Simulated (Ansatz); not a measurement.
Ansatz (a first-principles code) input (RI-MP2/def2-TZVPPD):
A basis named .json is the Basis Set Exchange file of that set.

Ansatz 0.2 input:
```yaml
crystal:
  periodic: [false, false, false]
  atoms:
    - {symbol: Cd, position_ang: [0.00000000, 0.00000000, 0.00000000]}
    - {symbol: Cl, position_ang: [-0.00000000, -0.00000000, -2.28505610]}
    - {symbol: Cl, position_ang: [0.00000000, 0.00000000, 2.28505610]}
basis:
  gaussian:
    orbitals: def2-TZVPPD.json
    fitting: {mean_field: def2-universal-jkfit, correlation: def2-TZVPPD-RIFIT.json}
total_charge: 1
magnetization: {spin_polarized: true, initial_magnetization: 1}
correlation: {method: mp2, electrons: outside_noble_gas}
```

End of the output:

```
integrals: 0.11 GiB planned
511 factors; integrals over basis functions are off by at most 1.4e0 eV
454 factors; integrals over basis functions are off by at most 8.6e-1 eV
mean field: 0.50 GiB planned
mean field evaluation 1: about -29538.6970 eV, gradient 1.7e1 eV
mean field evaluation 2: about -29540.1099 eV, gradient 1.0e1 eV
mean field evaluation 4: about -29540.4619 eV, gradient 8.2e-1 eV
mean field evaluation 8: about -29540.4728 eV, gradient 2.8e-2 eV
mean field evaluation 16: about -29540.4728 eV, gradient 1.1e-4 eV
mean field evaluation 32: about -29540.4728 eV, gradient 3.5e-5 eV
mean field evaluation 64: about -29540.0907 eV, gradient 2.4e-2 eV
mean field evaluation 96: about -29540.9708 eV, gradient 2.0e0 eV
mean field -29541.23571138 eV, -1085.6203886243 hartree, gradient 1.0e-6 eV, S^2 0.760624; 16 other end points of the search recorded, 0 dependent functions left out
14 core orbitals not correlated
reference -29541.23571138 eV, -1085.6203886243 hartree; 13, 12 occupied and 131, 132 virtual orbitals, 454 factors
second order -20.92086003 eV of doubles, -0.00000000 eV of singles
Total energy: -29562.15657140 eV, -1086.3892160496 hartree
```

This state (charge 1, doublet) is run at the relaxed geometry of the species with charge 0 and multiplicity 1.
